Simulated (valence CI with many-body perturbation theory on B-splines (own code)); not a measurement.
# P10+: calculated level list

Level of theory: relativistic CI+MBPT: three valence electrons over a frozen Dirac-Fock core [He], radial functions for each j: 11 s, 11 p, 9 d, 7 f, 5 g, 2 h, 1 i, with the one-electron correlation potential Σ1 (screened to all orders), the two-electron term Σ2, the three-electron term Σ3, Breit, model QED; selected single and double excitations, second order for the rest, scaled by the run's own slope (own B-spline code, finite nucleus).

No measured levels were compared; by estimate levels of excited configurations hold to 0.05 to 0.15 % of their energy, terms of the ground configuration to about 0.5 %.

Levels 1 to 45 of 73, with energies above the lowest level, 2s2 2p 2P°_1/2. "Leading %" is the weight of the configuration and term that name the level; weights of strongly mixed levels are sums over their largest components and can fall short. In the jj column 3d3/2^4 stands for four electrons in 3d with j = 3/2.

```
No.  Configuration  Term    J  E (cm⁻¹)  Leading %      g              Leading jj
  1         2s2 2p   2P°  1/2         0         97  0.664       2s^2 2p1/2 (97 %)
  2         2s2 2p   2P°  3/2      9701         97  1.333       2s^2 2p3/2 (97 %)
  3         2s 2p2    4P  1/2    177080        100  2.668       2s 2p1/2^2 (47 %)
  4         2s 2p2    4P  3/2    180570        100  1.734   2s 2p1/2 2p3/2 (90 %)
  5         2s 2p2    4P  5/2    185520        100  1.600       2s 2p3/2^2 (63 %)
  6         2s 2p2    2D  3/2    316860        100  0.799   2s 2p1/2 2p3/2 (69 %)
  7         2s 2p2    2D  5/2    316970        100  1.200   2s 2p1/2 2p3/2 (63 %)
  8         2s 2p2    2S  1/2    403480         94  1.930       2s 2p3/2^2 (54 %)
  9         2s 2p2    2P  1/2    427060         94  0.737   2s 2p1/2 2p3/2 (63 %)
 10         2s 2p2    2P  3/2    432310         99  1.332       2s 2p3/2^2 (59 %)
 11            2p3   4S°  3/2    558930        100  2.000    2p1/2 2p3/2^2 (55 %)
 12            2p3   2D°  3/2    632030         99  0.803    2p1/2 2p3/2^2 (45 %)
 13            2p3   2D°  5/2    632230        100  1.199   2p1/2 2p3/2^2 (100 %)
 14            2p3   2P°  1/2    709800         97  0.664    2p1/2 2p3/2^2 (97 %)
 15            2p3   2P°  3/2    710870         96  1.330          2p3/2^3 (57 %)
 16         2s2 3s    2S  1/2   2174000         93  2.002          2s^2 3s (93 %)
 17         2s2 3p   2P°  1/2   2262600         90  0.665       2s^2 3p1/2 (90 %)
 18         2s2 3p   2P°  3/2   2265200         90  1.334       2s^2 3p3/2 (90 %)
 19         2s2 3d    2D  3/2   2347600         94  0.799       2s^2 3d3/2 (94 %)
 20         2s2 3d    2D  5/2   2348300         94  1.200       2s^2 3d5/2 (94 %)
 21       2s 2p 3s   4P°  1/2   2359900         98  2.666      2s 2p1/2 3s (89 %)
 22       2s 2p 3s   4P°  3/2   2363100         98  1.732      2s 2p1/2 3s (59 %)
 23       2s 2p 3s   4P°  5/2   2369100         98  1.600      2s 2p3/2 3s (98 %)
 24       2s 2p 3s   2P°  1/2   2402500         95  0.667      2s 2p1/2 3s (73 %)
 25       2s 2p 3s   2P°  3/2   2409000         94  1.334      2s 2p3/2 3s (86 %)
 26       2s 2p 3p    4D  1/2   2438700         52  0.317   2s 2p1/2 3p1/2 (86 %)
 27       2s 2p 3p    4D  3/2   2441600         56  1.262   2s 2p1/2 3p1/2 (59 %)
 28       2s 2p 3p    2P  1/2   2444400         50  0.353   2s 2p3/2 3p3/2 (41 %)
 29       2s 2p 3p    2P  3/2   2445700         51  1.284   2s 2p1/2 3p3/2 (39 %)
 30       2s 2p 3p    4D  5/2   2447000         99  1.372   2s 2p1/2 3p3/2 (44 %)
 31       2s 2p 3p    4D  7/2   2452200         99  1.429   2s 2p3/2 3p3/2 (99 %)
 32       2s 2p 3p    4S  3/2   2463200         94  1.975   2s 2p3/2 3p3/2 (47 %)
 33       2s 2p 3p    4P  1/2   2473400         98  2.663   2s 2p1/2 3p1/2 (50 %)
 34       2s 2p 3p    4P  3/2   2476500         94  1.739   2s 2p3/2 3p1/2 (62 %)
 35       2s 2p 3p    4P  5/2   2479100         96  1.591   2s 2p3/2 3p3/2 (53 %)
 36       2s 2p 3p    2D  3/2   2484900         97  0.806   2s 2p1/2 3p3/2 (56 %)
 37       2s 2p 3p    2D  5/2   2491100         96  1.208   2s 2p3/2 3p3/2 (59 %)
 38       2s 2p 3d   4F°  3/2   2512800         98  0.406   2s 2p1/2 3d3/2 (82 %)
 39       2s 2p 3d   4F°  5/2   2514700         98  1.033   2s 2p1/2 3d3/2 (38 %)
 40       2s 2p 3p    2S  1/2   2515300         98  1.998   2s 2p3/2 3p3/2 (60 %)
 41       2s 2p 3d   4F°  7/2   2517500         98  1.241   2s 2p1/2 3d5/2 (42 %)
 42       2s 2p 3d   4F°  9/2   2521600        100  1.333  2s 2p3/2 3d5/2 (100 %)
 43       2s 2p 3d   4D°  1/2   2535100         96  0.043   2s 2p1/2 3d3/2 (57 %)
 44       2s 2p 3d   4D°  3/2   2535300         85  1.209   2s 2p1/2 3d5/2 (33 %)
 45       2s 2p 3d   4D°  5/2   2535600         65  1.380   2s 2p1/2 3d5/2 (68 %)
```

Names give the largest LS component (configuration and term), which can be under half, so a name can repeat, a term be missing and a line seem to break the LS rules; names also repeat where a configuration has a term twice.

The ionisation energy to 2s2 1S_0 of the next ion comes out as 479.4 eV (NIST: 479.44 ± 0.05 eV (semi-empirical)). All 73 levels together are meant to be complete up to 2734300 cm⁻¹.
